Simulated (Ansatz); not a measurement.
```xyz
8

S    -0.411    1.203   -0.752
In    1.887    1.127    2.094
B    -0.048    0.311    0.974
Si    0.297   -0.908   -0.488
H    -1.668    0.836   -1.113
H    -1.001    0.203    1.693
H     1.622   -1.030   -1.154
H    -0.678   -1.743   -1.253
```

Charge 0, multiplicity 1. In: def2 effective core potential. The bonds changed during the relaxation, so this is another structure than the one it started from.

Task: List the B3LYP/def2-TZVPP orbital energies in eV (Ansatz). (Best estimate.)

Result: Computed: Occupied: -2418.68, -1799.12, -216.65, -182.72, -161.20, -161.09, -161.05, -143.64, -126.50, -99.06, -98.92, -98.87, -83.08, -83.07, -82.76, -20.95, -20.18, -20.18, -19.92, -19.90, -19.87, -14.82, -12.86, -11.55, -10.08, -9.45, -8.92, -8.29, -7.05, -4.69. Lowest empty: -1.91, -1.75, -0.91, 0.00, 0.44, 0.88, 1.41, 1.64.

B3LYP here is the variant with VWN-RPA as its local correlation; programs differ in this.
